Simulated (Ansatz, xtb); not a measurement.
**H5Si2Sn: which of two structures lies lower**

Structure I is a doublet given by its coordinates and structure II is a doublet given by its coordinates. Both are isolated molecules in the gas phase, relaxed with PBE0-D3(BJ)/def2-SVP.

I (Å):

```xyz
8

Si   -1.0280    1.3520   -1.2755
Si    0.6837    1.2538    1.8542
Sn    0.0263    3.1885    0.1506
H    -1.2823   -0.0806   -0.9076
H    -1.6084    1.5694   -2.6423
H     0.6731    1.7565    3.2672
H    -0.1808    0.0294    1.8031
H     2.0912    0.8215    1.5581
```

Close contacts (Å): Si1–Sn3 2.55, Si2–Sn3 2.66, Si1–H4 1.50, Si1–H5 1.50, Si2–H6 1.50, Si2–H7 1.50, Si2–H8 1.50.

II (Å):

```xyz
8

Si   -1.3884    1.1092    0.2854
Si    0.9154    1.0303   -0.1195
Sn    2.8769    1.7326    1.3930
H    -1.9866   -0.2617    0.2089
H    -2.0753    1.9729   -0.7273
H    -1.6307    1.6704    1.6482
H     1.1530    0.4623   -1.4911
H     1.6393    2.1974    2.5883
```

Close contacts (Å): Si1–Si2 2.34, Si2–Sn3 2.57, Si1–H4 1.50, Si1–H5 1.50, Si1–H6 1.49, Si2–H7 1.50, Sn3–H8 1.78.

Quicker runs give these differences E(II) − E(I): GFN2-xTB +0.208 eV; HF/STO-3G +0.249 eV (at GFN2-xTB geometries); r2SCAN-D4/def2-SVP +0.103 eV (at GFN2-xTB geometries).

Task: Estimate E(II) − E(I) at the level CCSD(T)/def2-SVP + ΔMP2/def2-TZVPP.

Result: Calculated at CCSD(T)/def2-SVP + ΔMP2/def2-TZVPP: E(II) − E(I) = +0.168 eV, so structure I lies lower.

The same difference at several levels:

```tsv
level	geometry	E(II) − E(I) (eV)	departure from the last row (eV)	job, with rough time for the two
GFN2-xTB	GFN2-xTB	+0.208	+0.040	optimisation, 0.13 s
HF/STO-3G	GFN2-xTB	+0.249	+0.081	single point, 4.5 s
r2SCAN-D4/def2-SVP	GFN2-xTB	+0.103	−0.065	single point, 6.1 s
PBE0-D3(BJ)/def2-SVP	PBE0-D3(BJ)/def2-SVP	+0.163	−0.005	optimisation, 3.8 min
HF/def2-SVP	PBE0-D3(BJ)/def2-SVP	+0.109	−0.059	part of the CCSD(T) run
MP2/def2-SVP	PBE0-D3(BJ)/def2-SVP	+0.161	−0.007	part of the CCSD(T) run
CCSD(T)/def2-SVP	PBE0-D3(BJ)/def2-SVP	+0.152	−0.016	single point
CCSD(T)/def2-SVP + ΔMP2/def2-TZVPP	PBE0-D3(BJ)/def2-SVP	+0.168		single point, 59 s
```

None of the levels shown reverses the order. The largest departure from CCSD(T)/def2-SVP + ΔMP2/def2-TZVPP is that of HF/STO-3G, 0.081 eV. The last row adds to CCSD(T) the change of the MP2 difference between the two basis sets, here +0.016 eV.

With harmonic frequencies from PBE0-D3(BJ)/def2-SVP (ideal gas, rigid rotor, one conformer each, 400 K, 1 atm): on the last row, ΔE + ΔZPE = +0.146 eV. A mode under 50 cm⁻¹ makes harmonic enthalpies and free energies unreliable, so none is given.

Open shells are spin-unrestricted, with notable spin contamination under HF/STO-3G. The correlated steps freeze 14 core orbitals; the filled d shell of Sn is correlated, in a basis made for valence electrons. Atoms past krypton carry core potentials in the def2 sets, other sets are all-electron and non-relativistic, and no spin–orbit term is included. Programs: Ansatz 0.2.0, xtb 6.7.1; the last row on 2 threads of Arm Neoverse V2 on a shared host.
